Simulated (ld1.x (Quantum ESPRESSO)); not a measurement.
**Configuration tests for Bi (TM)**

Bi (Z = 83), norm-conserving Troullier–Martins (Kleinman–Bylander form), made with ld1.x (Quantum ESPRESSO) 7.5 (PBEsol, scalar-relativistic). Core [Xe] 4f14, reference 5d10 6s2 6p3. Waves: 6p (bound): rc 1.80 bohr; 5d (bound): rc 1.45 bohr; 6s (bound): rc 1.75 bohr. Local part: the s channel. Core correction: a·sin(br)/r model core inside 1.50 bohr.

Energies are relative to the spin-unpolarised reference configuration 5d10 6s2 6p3; without spin polarisation the order of configurations can differ from experiment. The frozen-core shift is the all-electron ΔE with the core orbitals held at their reference shape minus the fully relaxed ΔE.

```csv
valence configuration,charge,ΔE all-electron (eV),error AE − PS (meV),frozen-core shift (meV)
5d10 6s2 6p2,+1,7.949,-1.9,+3.1
5d10 6s2 6p1,+2,23.239,-5.7,+10
5d10 6s2 6p0,+3,46.596,-22,+23
5d10 6s0 6p5,0,20.574,-12,+5.2
5d10 6s2 6p2.5,+0.5,3.113,-0.9,+1.1
```

Question: What are ΔE and the potential's error for 5d10 6s1 6p0?

Answer: ΔE = 92.074 eV all-electron; the error (AE − PS) is -57 meV.

Question: What are ΔE and the potential's error for 5d10 6s1 6p3?

Answer: ΔE = 18.805 eV all-electron; the error (AE − PS) is -2.1 meV.

Levels in the configuration 5d10 6s0 6p5:

```tsv
level	all-electron (eV)	pseudo (eV)
5d	-30.212	-30.167
6p	-5.892	-5.885
```
